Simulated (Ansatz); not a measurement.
One change: `C[O][AlH][Cl]` becomes `C[O][AlH][NH2]`.

Ansatz, PBE0-D4/def2-TZVP geometries, multiplicity 1. Each molecule was computed in one conformer, which needn't be the lowest.

| property | `C[O][AlH][Cl]` |
| --- | --- |
| HOMO–LUMO gap (PBE0/def2-TZVPP) / eV | 7.72 |
| LUMO energy (ωB97M-V/def2-TZVPP) / eV | 0.86 |
| size of the dipole moment (PBE/def2-TZVPP) / D | 1.04 |
| HOMO–LUMO gap (PBE/def2-TZVPP) / eV | 5.44 |
| HOMO energy (B3LYP/def2-TZVPP) / eV | -8.23 |
| HOMO–LUMO gap (B3LYP/def2-TZVPP) / eV | 7.27 |

Problem. Give the same properties after the change, and the shifts. (Best estimate.)

Solution. Ansatz gave: 
| property | `C[O][AlH][NH2]` | shift |
| --- | --- | --- |
| HOMO–LUMO gap (PBE0/def2-TZVPP) / eV | 7.45 | -0.27 |
| LUMO energy (ωB97M-V/def2-TZVPP) / eV | 1.68 | 0.82 |
| size of the dipole moment (PBE/def2-TZVPP) / D | 0.49 | -0.55 |
| HOMO–LUMO gap (PBE/def2-TZVPP) / eV | 5.28 | -0.16 |
| HOMO energy (B3LYP/def2-TZVPP) / eV | -7.05 | 1.18 |
| HOMO–LUMO gap (B3LYP/def2-TZVPP) / eV | 6.98 | -0.29 |

With PBE0 the HOMO rises by 1.17 eV and the LUMO rises by 0.90 eV, so the gap narrows by about 0.27 eV. PBE moves the HOMO by 1.07 eV and ωB97M-V by 1.18 eV. Dipoles are sizes alone; their direction can turn.

B3LYP here is the variant with VWN-RPA as its local correlation; programs differ in this.
